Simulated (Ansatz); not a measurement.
Calculated with Ansatz (gas phase, PBE0-D4/def2-TZVP geometries, no zero-point term in ΔE). CBS: MP2 limit from def2 TZ/QZ plus the TZ coupled-cluster correction, frozen cores. This one scheme is used for every species. DFT in def2-TZVPP. One conformer a species, not always the lowest.

Consider the formal hydrolysis of the Al–Si bond: `[CH3][AlH][SiH2]C` + H₂O → `[CH3][AlH][OH]` + `C[SiH3]`.

```
             level  ΔE (kJ/mol)
           BLYP-D4       -149.7
              BLYP       -155.5
              PBE0       -135.2
RPA@PBE/def2-TZVPP       -146.9
```

**Question.** What does CCSD(T)/CBS give? (Best estimate.)

**Answer.** Ansatz gave: -145.9 kJ/mol. The listed levels differ from it by -3.8, -9.6, 10.7, -1.0 kJ/mol.

Largest T1 diagnostic among the species: 0.011.

The D4 term adds +5.5 kJ/mol with B3LYP and +3.5 kJ/mol with PBE0; it sums over pairs of atoms, weighted by their polarisabilities, and B3LYP, whose exchange is more repulsive, gets the larger term. In def2-TZVPP, CCSD(T) changes the Hartree–Fock value by +18.1 kJ/mol (the triples alone add +2.3 kJ/mol) and MP2 by +8.9 kJ/mol.

B3LYP here is the variant with VWN-RPA as its local correlation; programs differ in this.
